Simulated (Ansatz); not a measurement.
The C5–H7 bond of C2H5Ga (SMILES C=[CH][GaH2]) is stretched (multiplicity 1, the rest rigid).
Geometry at rest (charge 0, multiplicity 1):
| atom | x (Å) | y (Å) | z (Å) |
|---|---|---|---|
| Ga | -0.0872 | 0.1010 | 0.7331 |
| H | -0.7654 | 1.5190 | 0.7893 |
| H | 0.2279 | -0.7070 | 2.0423 |
| C | 0.3454 | -0.6089 | -1.0414 |
| C | 0.0737 | 0.0855 | -2.1491 |
| H | 0.8153 | -1.5827 | -1.1577 |
| H | 0.3034 | -0.2854 | -3.1448 |
| H | -0.3946 | 1.0646 | -2.1111 |

Correlated levels freeze the cores. Filled d and f shells under p-block atoms count as core.

Programs: Ansatz (an electronic-structure program). Values without a source in brackets are computed.

FIC-MRCISD+Q on CASSCF(2,2)/cc-pVTZ, total energies (hartree):

```csv
R (Å),CASSCF,MRCISD,weight c² of the reference
1.087,-2001.931627,-2002.310073,0.87921
1.902,-2001.826057,-2002.196447,0.87662
3.479,-2001.766668,-2002.131259,0.87668
```

Add the Davidson correction (E_MRCISD − E_CASSCF)(1 − c²)/c² and give the energies above the first point at the three levels.


Corrections (hartree): -0.051994, -0.052131, -0.051288. Above the first point (kcal/mol):
- R = 1.902 Å: CASSCF 66.2, MRCISD 71.3, with the correction 71.2
- R = 3.479 Å: CASSCF 103.5, MRCISD 112.2, with the correction 112.7
